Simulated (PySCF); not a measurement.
A structure optimised at ωB97X-D3(BJ)/def2-SVP, used in a PySCF frequency run:

```xyz
9

F      0.1612    -2.8433     0.0000
C     -0.2844    -1.5938     0.0000
C      0.5423    -0.5540     0.0000
C      0.0330     0.8517     0.0000
F      0.4634     1.5245    -1.0784
F      0.4634     1.5245     1.0784
F     -1.3096     0.9039     0.0000
H     -1.3765    -1.5230     0.0000
H      1.6267    -0.6874     0.0000
```

**Question.** Write its SMILES, formula and point group.

**Answer.** F/C=C/C(F)(F)F, C3H2F4, Cs

**Question.** What are its rotational constants (standard atomic weights)?

**Answer.** 5.3473, 1.4554, 1.4302 GHz
